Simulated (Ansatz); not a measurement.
```yaml
crystal:
  periodic: [false, false, false]
  atoms:
    - {symbol: N, position_ang: [-0.923336, 1.056939, 0.322270]}
    - {symbol: V, position_ang: [0.040943, 0.280633, -0.215190]}
    - {symbol: O, position_ang: [1.760021, 0.079775, 0.520734]}
    - {symbol: O, position_ang: [-0.495873, -1.592798, -0.217399]}
    - {symbol: Cl, position_ang: [0.520258, 0.618837, -2.385819]}
    - {symbol: H, position_ang: [-1.382938, 1.848430, 0.804437]}
    - {symbol: H, position_ang: [2.237245, -0.467567, 0.398473]}
    - {symbol: H, position_ang: [-1.403287, -1.932334, 0.234486]}
basis:
  gaussian: {orbitals: cc-pVTZ-DK, final_grid: {core_spheres: 5, valence_spheres: 4, degree: 11}, point_charges: [{charge: -1.00, position_ang: [6.506, 0.723, -0.794]}]}
hamiltonian: {xc: {name: SVWN5}}
accuracy: high
relax: {f_tol: 0.0001, max_steps: 1}
output: {forces: true}
```

```sh
$ ansatz run in.yaml --threads 4 --pin off --events-out ev --progress --plain --max-ram 10444MiB
```

Shortened log:

```
Functional definition: SVWN5
4357 factors; integrals over basis functions are off by at most 2.4e-9 eV
mean field evaluation 1: about -43863.4681 eV, gradient 1.2e2 eV
mean field evaluation 2: about -43625.9403 eV, gradient 2.9e2 eV
mean field evaluation 4: about -43803.1149 eV, gradient 2.4e2 eV
mean field evaluation 8: about -43889.8336 eV, gradient 1.9e1 eV
mean field evaluation 16: about -43890.5105 eV, gradient 1.4e-2 eV
mean field evaluation 32: about -43890.5105 eV, gradient 4.2e-7 eV
mean field -43890.51051985 eV, -1612.9465115478 hartree, gradient 4.6e-8 eV, S^2 0.000000; 0 other end points of the search recorded, 0 dependent functions left out
reference -43890.51052740 eV, -1612.9465118256 hartree; 33, 33 occupied and 201, 201 virtual orbitals, 4357 factors
relax step   1: F+E_penalty+E_count = -43890.51051985 eV  Δ(F+E_penalty+E_count) = +0.000e0 eV  max|allowed force component| = 2.207e1 eV/Å  Δτ_max = 0.0000 Å  (50 SCF iters, accepted)
Error: geometry relaxation did not converge after 1 steps: max|allowed force component| = 2.21e1 eV/Å (threshold 1.0e-4). Raise `relax.max_steps` over both its present limit and 1, loosen `relax.f_tol`, or start from a geometry closer to equilibrium. Where this run's directory can be resumed (`checkpoint.write`), a resume goes on for up to `relax.max_steps` more
```

(1) What is wrong with this run?

Answers

(1) The relaxation is allowed too few steps for its threshold. No converged result was reached.
